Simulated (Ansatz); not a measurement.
A CCSD(T) single point on C4H12HfS4, SMILES `C[S][Hf]([S]C)([S]C)[S]C`.

```yaml
crystal:
  periodic: [false, false, false]
  atoms:
    - {symbol: C, position_ang: [0.299433, 2.354554, -0.212887]}
    - {symbol: S, position_ang: [-1.208967, 1.373544, 0.112897]}
    - {symbol: Hf, position_ang: [0.101100, -0.589550, 0.636124]}
    - {symbol: S, position_ang: [1.476703, -1.126663, -1.301801]}
    - {symbol: C, position_ang: [0.409311, -0.804214, -2.746326]}
    - {symbol: S, position_ang: [1.536793, -0.289351, 2.556875]}
    - {symbol: C, position_ang: [1.260172, 1.398464, 3.189356]}
    - {symbol: S, position_ang: [-1.474029, -2.343137, 1.137166]}
    - {symbol: C, position_ang: [-2.056583, -2.611829, -0.571877]}
    - {symbol: H, position_ang: [0.319444, 2.648182, -1.261365]}
    - {symbol: H, position_ang: [0.281719, 3.241915, 0.418527]}
    - {symbol: H, position_ang: [1.226890, 1.806964, -0.003989]}
    - {symbol: H, position_ang: [1.053651, -0.478335, -3.562306]}
    - {symbol: H, position_ang: [-0.326615, -0.026182, -2.544472]}
    - {symbol: H, position_ang: [-0.098504, -1.721281, -3.042873]}
    - {symbol: H, position_ang: [1.285828, 1.348438, 4.277068]}
    - {symbol: H, position_ang: [2.062757, 2.047946, 2.842071]}
    - {symbol: H, position_ang: [0.297256, 1.796397, 2.874580]}
    - {symbol: H, position_ang: [-1.844143, -1.766498, -1.231263]}
    - {symbol: H, position_ang: [-1.588725, -3.506876, -0.978931]}
    - {symbol: H, position_ang: [-3.137889, -2.742089, -0.539474]}
basis:
  gaussian: {orbitals: def2-TZVPP}
correlation: {method: ccsd_t}
output: {orbitals: {seedname: orbitals}}
```

```sh
$ ansatz run in.yaml --threads 4 --pin off --events-out ev --progress --plain --max-ram 46080MiB --backend cuda --devices 0, --max-vram 37GiB
```

Output of Ansatz, abridged:

```
Functional definition: HF
  name "HF"
  cite "Fock, Z. Phys. 61, 126 (1930) doi:10.1007/BF01340294"
  parent pbe
  exchange = exact_x
  correlation = 0
3003 factors; integrals over basis functions are off by at most 1.2e-3 eV
mean field evaluation 1: about -48875.3067 eV, gradient 4.1e1 eV
mean field evaluation 2: about -48875.8204 eV, gradient 4.1e1 eV
mean field evaluation 4: about -48880.8643 eV, gradient 8.0e0 eV
mean field evaluation 8: about -48881.0865 eV, gradient 5.0e-1 eV
mean field evaluation 16: about -48881.0885 eV, gradient 2.0e-6 eV
mean field -48881.08853558 eV, -1796.3468708909 hartree, gradient 2.0e-6 eV, S^2 0.000000; 0 other end points of the search recorded, 0 dependent functions left out
24 core orbitals not correlated: weight in the atoms' cores, before any rotation towards them, 1.000 or more for the frozen orbitals, at most 0.000 for the correlated occupied ones
reference -48881.08853558 eV, -1796.3468708909 hartree; 32, 32 occupied and 460, 460 virtual orbitals, 3003 factors
second order -47.69479191 eV of doubles, -0.00000000 eV of singles
cycle   1  -48.57334042 eV  change   -8.8e-1 eV  update   2.0e-1
cycle   2  -49.71036037 eV  change    -1.1e0 eV  update   7.8e-2
cycle   3  -50.14600790 eV  change   -4.4e-1 eV  update   4.0e-2
cycle   4  -50.14189488 eV  change    4.1e-3 eV  update   1.2e-2
cycle   5  -50.13075520 eV  change    1.1e-2 eV  update   5.5e-3
cycle   6  -50.13146135 eV  change   -7.1e-4 eV  update   1.9e-3
cycle   7  -50.13113409 eV  change    3.3e-4 eV  update   9.1e-4
cycle   8  -50.13095836 eV  change    1.8e-4 eV  update   2.8e-4
cycle   9  -50.13116962 eV  change   -2.1e-4 eV  update   1.3e-4
cycle  10  -50.13117915 eV  change   -9.5e-6 eV  update   4.3e-5
perturbative correction -2.46822953 eV, -0.0907057621 hartree
Total energy: -48933.68794426 eV, -1798.2798635065 hartree
```

Run time 51 s (4 threads of an AMD EPYC 7R13 on a shared host and a share of an NVIDIA H100 80 GB); peak host memory 2.6 GiB.

MP2 recovers 90.7 % of the CCSD(T) correlation energy and the triples give 4.7 %; T1 = 0.0154.
